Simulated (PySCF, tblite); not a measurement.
Complex of BeF2 and formaldehyde

A gas-phase complex of BeF2 and formaldehyde; neutral, singlet. The structure comes from a short search (6 tight-binding starts) and was relaxed by PBE0-D3(BJ)/def2-TZVPD; another way of binding may lie lower. No frequency run checks that it is a minimum.

Parts: 1 = BeF2 ([F][Be][F]), atoms 1–3; 2 = formaldehyde (C=O), atoms 4–7.

Coordinates in Å:
```
F1     -1.025   -0.125    1.001
Be2     0.034   -0.617    0.217
F3      0.353   -0.896   -1.146
C4      2.405   -1.475    0.588
O5      1.425   -1.038    1.156
H6      3.291   -1.743    1.177
H7      2.405   -1.599   -0.503
```

| contact | kind (by geometry) | distance (Å) | angle (°) |
| --- | --- | --- | --- |
| Be2···O5 | bond | 1.731 | - |

The parts are joined by the bond Be2–O5, so these are energies of forming such bonds; deforming the relaxed parts to their shape in the adduct costs 9.6 kcal/mol, which the interaction energies leave out.

Interaction energies are complex less parts, with the parts frozen as they stand in it; counterpoise-corrected, in kcal/mol (PySCF).

Question: Give the interaction energy at each level run.

Answer: 
```csv
level,interaction,superposition error removed
wB97M-D3(BJ)/def2-TZVPD,-28.78,-1.03
PBE0-D3(BJ)/def2-TZVPD,-29.64,-1.11
```

Question: What holds them together? Decompose the wB97M-D3(BJ)/def2-TZVPD energy: frozen parts, their antisymmetrised product, then relaxation.

Answer: electrostatic -42.6, Pauli repulsion +41.8, orbital relaxation -27.5, dispersion correction -1.5 kcal/mol, which sum to the value before the counterpoise correction; the Pauli term holds the exchange-correlation of the frozen density too. Of the attraction, 59 % is electrostatic, 38 % is orbital relaxation, 2 % is dispersion correction.

The parts were also relaxed and run alone, at the levels used for the complex: shieldings by PBE0/pcSseg-2; core levels by delta-SCF with SCAN, pcX-2 on the ionised atom and pcseg-1 elsewhere, spin-free X2C.

Question: What does binding change?

Answer: 
```csv
property,alone,in the complex,change
shielding of Be2 (ppm),105.7,104.7,-1.0
shielding of O5 (ppm),-447.1,-276.4,+170.7
F1 1s core level (eV),692.90,690.89,-2.01
Be2 1s core level (eV),123.55,121.17,-2.39
O5 1s core level (eV),539.29,541.51,+2.23
```

The core-hole state of O5 is spin-contaminated (⟨S²⟩ 0.81 against 0.75 for a pure doublet), so that value and differences from it are less sure.
